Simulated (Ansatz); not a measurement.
System: CH₅BN, charge 0, doublet. CH5BN (SMILES BN[CH2], doublet).
B3LYP-D3(BJ)/def2-TZVP minimum from Ansatz (an electronic-structure program):
```
N
H 1 1.0108
C 1 1.3710 2 114.00
H 3 1.0773 1 119.71 2 0.00
H 3 1.0774 4 121.90 1 180.00
B 1 1.4095 2 117.64 3 -180.00
H 6 1.1900 1 118.13 2 0.00
H 6 1.1912 7 123.32 1 180.00
```
Charge 0, spin multiplicity 2.

Quantity: atomisation energy (electronic, to ground-state atoms), in kcal/mol. Radicals and triplets start from unrestricted determinants; spin-orbit coupling is neglected. CBS(X,Y): correlation extrapolated as X^-3, Hartree-Fock from the larger set. A bracket is a step between two methods taken in the basis named. The functionals are non-relativistic, so their misses hold any scalar relativity. Double hybrids freeze cores in their MP2 part. '+ core + X2C': CCSD(T) terms for core correlation (cc-pwCVTZ) and scalar relativity (cc-pVTZ-DK). Where a partner has so few electrons that a lower coupled-cluster level is exact, that level stands in.

CCSD(T)/CBS(cc-pVTZ,cc-pVQZ) + [CCSDT(Q) - CCSD(T)]/cc-pVDZ + core + X2C (Ansatz) gives 688.3 kcal/mol.

Question: What does PBE/def2-TZVPD (Ansatz) give here, and how do the other levels compare?

Answer: PBE gives 704.9 kcal/mol, 16.6 kcal/mol above it. Differences of the others: B3LYP/def2-TZVPD (Ansatz) 5.4; PBE0/def2-TZVPD (Ansatz) 4.8; wB97M-V/def2-TZVPD (Ansatz) 4.0; B2PLYP/def2-TZVPD (Ansatz) -3.8; CCSD(T)/CBS(cc-pVTZ,cc-pVQZ) + core + X2C (Ansatz) -0.6 kcal/mol. Nearer than PBE: B3LYP/def2-TZVPD, PBE0/def2-TZVPD, wB97M-V/def2-TZVPD, B2PLYP/def2-TZVPD, CCSD(T)/CBS(cc-pVTZ,cc-pVQZ) + core + X2C.
